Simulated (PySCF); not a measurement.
**From computed data to an observable: entropy of an ideal gas**

Se(I)(OH) (HIOSe), SMILES O[Se]I.

The structure is a stationary point at PBE0-D3(BJ)/def2-TZVP. The def2 effective core potentials stand for the cores of I; spin–orbit coupling is left out. One conformer was computed; it need not be the lowest.

PBE0-D3(BJ)/def2-TZVP (PySCF) gives the harmonic wavenumbers 172, 258, 445, 688, 1120, 3825 cm⁻¹ and the rotational temperatures 0.5930, 0.0647, 0.0585 K. The molar mass is 222.88 g/mol, the symmetry number 1, the spin multiplicity 1.

Problem. Work out the entropy at 298.15 K and 1 atm in the rigid-rotor, harmonic-oscillator model.

Solution. 
Translation (Sackur–Tetrode at 1 atm): S = R[1.5 ln M + 2.5 ln T − 1.16487] = 176.2 J/(mol K).
Rotation: q = (√π/σ) T^1.5/√(θA θB θC) = 193000, S = R[ln q + 3/2] = 113.6 J/(mol K).
Vibration: with u = 1.4388 ν/T, each mode gives R[u/(e^u − 1) − ln(1 − e^−u)]:
| ν (cm⁻¹) | modes | u | S (J/(mol K)) |
|---|---|---|---|
| 172 | 1 | 0.83 | 10.10 |
| 258 | 1 | 1.25 | 7.01 |
| 445 | 1 | 2.15 | 3.39 |
| 688 | 1 | 3.32 | 1.34 |
| 1120 | 1 | 5.40 | 0.24 |
The stiffer modes add less than 0.005 each. Sum 22.1 J/(mol K).
Spin: R ln 1 = 0.0 J/(mol K).
Total 311.9 J/(mol K); the program's own thermochemistry gives 311.9. Translation makes up 56 % and vibration 7 %. Anharmonicity, hindered rotation and orbital degeneracy are left out.
